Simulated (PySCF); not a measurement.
## Spin states of AsF

Unrestricted PBE0; basis As cc-pVTZ-PP with ECP10, F cc-pVTZ; scalar-relativistic core potentials; PySCF 2.14. Outer shells of the fragments: As 3d10 4s2 4p3; F 2s2 2p5.

Followed along the bond (rough minima from three points):

| 2Ms+1 | unpaired | ⟨S²⟩ at the start | R at minimum (Å) | Te (eV) |
| --- | --- | --- | --- | --- |
| 3 | π ↑↑ | 2.00 | 1.74 | 0.00 |
| 1 | π ↑↓ | 1.01 | 1.74 | 0.34 |
| 1 | none | 0.00 | 1.74 | 1.41 |
| 5 | σ ↑↑, π ↑↑ | 6.00 | none in the scan | ≤ 6.17 |

Solutions found at the starting distance of 1.790 Å, counted from the lowest of them; the search is not exhaustive and high or unbound solutions are not listed, so other states can lie among these:

| 2Ms+1 | unpaired | term | E (eV) | ⟨S²⟩ | ⟨Lz²⟩ | μ (D) |
| --- | --- | --- | --- | --- | --- | --- |
| 3 | π ↑↑ | ³Σ⁻ | 0.00 | 2.00 | 0.00 | -1.96 |
| 1 | π ↑↓ | mixed | 0.34 | 1.01 | 2.02 | -1.93 |
| 1 | none | mixed | 1.41 | 0.00 | 2.01 | -1.81 |
| 3 | σ ↑, π ↑ | ³Π | 3.36 | 2.01 | 1.01 | -1.44 |
| 1 | σ ↓, π ↑ | mixed | 3.71 | 1.01 | 1.01 | -1.39 |
| 3 | σ ↑, π ↑ | ³Π | 6.40 | 2.01 | 1.01 | -0.32 |
| 1 | σ ↓, π ↑ | mixed | 6.87 | 1.02 | 1.01 | 0.14 |
| 5 | σ ↑↑, π ↑↑ | ⁵Σ⁻ | 6.91 | 6.00 | 0.00 | -0.09 |
| 3 | π ↑↑ | mixed | 7.30 | 2.01 | 2.01 | 2.39 |
| 5 | σ ↑, π ↑↑↑ | ⁵Π | 7.97 | 6.00 | 1.00 | 2.62 |

A term symbol is given only where ⟨S²⟩ and ⟨Lz²⟩ are close to those of a pure state; real π, δ and φ orbitals otherwise mix terms. A positive dipole means As(−)F(+).

Spin–orbit coupling is left out. Counting both spins, an empty level lies below a filled one in some of these solutions, because spin and occupation are held.
